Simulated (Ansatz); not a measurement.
Molecular dynamics of ClH4NO2Zr

Input file:

```yaml
crystal:
  periodic: [false, false, false]
  atoms:
    - { symbol: Zr, position_ang: [-0.06502, -0.261691, 0.016161] }
    - { symbol: "N", position_ang: [0.009832, -0.211398, 2.042109] }
    - { symbol: H, position_ang: [-0.811124, 0.021957, 2.619613] }
    - { symbol: H, position_ang: [0.831799, -0.283661, 2.646171] }
    - { symbol: O, position_ang: [1.834151, -0.071047, -0.452461] }
    - { symbol: H, position_ang: [2.768596, 0.154288, -0.648075] }
    - { symbol: O, position_ang: [-1.21997, 1.222724, -0.486614] }
    - { symbol: H, position_ang: [-1.989292, 1.753642, -0.754714] }
    - { symbol: Cl, position_ang: [-1.139143, -2.345477, -0.600805] }
basis:
  gaussian: { orbitals: def2-SVP }
hamiltonian:
  xc: revpbe
  dispersion: d4
md:
  timestep: 0.5
  n_steps: 100
  ensemble: nvt_langevin
  temperature: 2000.0
  initial_velocities: maxwell_boltzmann
  seed: 709964
  friction: 0.05
```

Command:

```bash
$ ansatz run input.yaml --threads 2 --pin off --max-ram 3072MiB --backend cpu --events-out ev --progress --plain --runs-dir out
```

It goes on from the last frame of an earlier run, with new velocities.

Output, in part (step lines, the closing report, with atoms numbered from 0):

```
md step     0: t =     0.00 fs  T =  1777.8 K  F+E_penalty+E_count = -19448.36569952 eV  E_kin = 2.068160 eV  (29 SCF iters)
[... lines left out ...]
Total energy: -19446.91942668 eV, -714.6611073352 hartree
Atom 0 at     0.041274    -0.225719    -0.220230 Å, force     4.469637     0.437026     1.342647 eV/Å
Atom 1 at     0.674929    -0.311204     1.788073 Å, force     1.058508     3.305716     0.916692 eV/Å
Atom 2 at     1.185314     0.358873     2.626832 Å, force    -1.855953    -2.464312    -3.127173 eV/Å
Atom 3 at     0.392699    -1.185543     2.178434 Å, force    -0.360016    -1.196340     1.119976 eV/Å
Atom 4 at     1.957403     0.466696    -0.735014 Å, force     0.018722    -0.741428     0.786462 eV/Å
Atom 5 at     2.891284     0.428073    -0.299823 Å, force    -2.373110    -0.094673    -0.968416 eV/Å
Atom 6 at    -1.140009     1.229015    -0.561741 Å, force     0.902789    -0.946981    -2.612560 eV/Å
Atom 7 at    -1.538982     1.646519     0.145970 Å, force    -1.861012     2.044752     2.656252 eV/Å
Atom 8 at    -1.144993    -2.260776    -0.568276 Å, force     0.000435    -0.343761    -0.113880 eV/Å
Dipole moment:     0.176708     0.202424     0.576524 e Å
```

The steps, from the saved trajectory:

| time (fs) | T (K) | potential energy less start (eV) |
| --- | --- | --- |
| 0.0 | 1778 | 0.000 |
| 1.5 | 2100 | 0.269 |
| 3.0 | 1692 | 0.381 |
| 4.5 | 2116 | 0.510 |
| 6.0 | 2293 | 0.822 |
| 7.5 | 2384 | 0.916 |
| 9.0 | 2622 | 1.125 |
| 10.5 | 2287 | 1.363 |
| 12.0 | 2260 | 1.403 |
| 13.5 | 1973 | 1.457 |
| 15.0 | 2129 | 1.653 |
| 16.5 | 2338 | 1.684 |
| 18.0 | 2017 | 1.831 |
| 19.5 | 2140 | 1.911 |
| 21.0 | 2365 | 1.757 |
| 22.5 | 2396 | 1.846 |
| 24.0 | 2698 | 2.073 |
| 25.5 | 2926 | 2.027 |
| 27.0 | 2936 | 2.264 |
| 28.5 | 2296 | 2.440 |
| 30.0 | 2441 | 2.175 |
| 31.5 | 2145 | 2.007 |
| 33.0 | 2516 | 2.040 |
| 34.5 | 2280 | 1.999 |
| 36.0 | 2345 | 2.041 |
| 37.5 | 2087 | 2.252 |
| 39.0 | 2069 | 2.111 |
| 40.5 | 1593 | 1.874 |
| 42.0 | 1492 | 1.973 |
| 43.5 | 1987 | 1.713 |
| 45.0 | 2666 | 1.825 |
| 46.5 | 2184 | 1.896 |
| 48.0 | 1944 | 1.851 |
| 49.5 | 1982 | 1.530 |

The run went to its last step. The mean temperature of the second half is 12 % above the set value. A run of 0.05 ps of so small a system gives no equilibrium averages.

Joined: Zr1–H8 2.89 → 2.48 Å. Pairs count as bonded within 1.25 times the sum of covalent radii (0.12 Å more for H–H).

Last frame:

```xyz
9
Properties=species:S:1:pos:R:3
Zr 0.041 -0.226 -0.220
N 0.675 -0.311 1.788
H 1.185 0.359 2.627
H 0.393 -1.185 2.178
O 1.957 0.467 -0.735
H 2.891 0.428 -0.300
O -1.140 1.229 -0.562
H -1.539 1.647 0.146
Cl -1.145 -2.261 -0.568
```

Run time: 4.2 min on 2 threads of Arm Neoverse V1 (shared host), peak memory 0.15 GiB.
